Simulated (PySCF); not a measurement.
C₂H₆MgS, singlet, geometry from GFN2-xTB (such geometries of metal compounds can be far from the true shape); PySCF with SVWN5/6-31G, polarisability.

PySCF was given this input:
```python
from pyscf import gto, scf, dft
from pyscf.prop import polarizability

mol = gto.M(
    atom='''
Mg   -0.45187029   -0.31930665    0.93408260
C     0.24233337   -1.98911933   -0.17285771
C     0.77730266   -1.36646212   -1.45123235
H    -0.55192055   -2.70223823   -0.40624478
H     1.04150060   -2.52477661    0.34574123
H     1.57233784   -0.64739911   -1.22976359
H    -0.01771537   -0.84149341   -1.99002392
H     1.19009929   -2.12647353   -2.12004384
S    -0.19935611    1.89292032    0.17056308
H    -0.73997676    2.52082405    1.20687495
''',
    basis='6-31g',
    verbose=3,
)

mf = dft.RKS(mol)
mf.xc = 'lda,vwn'
mf.kernel()
alpha = mf.Polarizability().polarizability()[2, 2]
print('alpha_zz =', alpha)
```

Task: Predict the main parts of the log of this PySCF run.

Result: 
```
site-packages/pyscf/prop/efg/rhf.py:45: UserWarning: Module EFG is under testing
  warnings.warn('Module EFG is under testing')
site-packages/pyscf/prop/efg/dhf.py:30: UserWarning: Module EFG is under testing
  warnings.warn('Module EFG is under testing')
site-packages/pyscf/prop/zfs/uhf.py:40: UserWarning: Module ZFS is under testing
  warnings.warn('Module ZFS is under testing')
site-packages/pyscf/prop/gtensor/uhf.py:43: UserWarning: Module g-tensor is under testing
  warnings.warn('Module g-tensor is under testing')
site-packages/pyscf/prop/gtensor/uks.py:41: UserWarning: Module g-tensor is under testing
  warnings.warn('Module g-tensor is under testing')
site-packages/pyscf/prop/hfc/uks.py:35: UserWarning: Module HFC is under testing
  warnings.warn('Module HFC is under testing')
site-packages/pyscf/prop/magnetizability/rhf.py:39: UserWarning: Module magnetizability is under testing
  warnings.warn('Module magnetizability is under testing')
site-packages/pyscf/prop/magnetizability/uhf.py:37: UserWarning: Module magnetizability is under testing
  warnings.warn('Module magnetizability is under testing')
site-packages/pyscf/prop/magnetizability/rks.py:37: UserWarning: Module magnetizability is under testing
  warnings.warn('Module magnetizability is under testing')
site-packages/pyscf/prop/magnetizability/uks.py:39: UserWarning: Module magnetizability is under testing
  warnings.warn('Module magnetizability is under testing')
site-packages/pyscf/prop/polarizability/uhf.py:34: UserWarning: Module polarizability is under testing
  warnings.warn('Module polarizability is under testing')
site-packages/pyscf/prop/polarizability/rks.py:29: UserWarning: Module polarizability is under testing
  warnings.warn('Module polarizability is under testing')
site-packages/pyscf/prop/polarizability/uks.py:29: UserWarning: Module polarizability is under testing
  warnings.warn('Module polarizability is under testing')
converged SCF energy = -674.939860188939
alpha_zz = 78.20784026488887
```
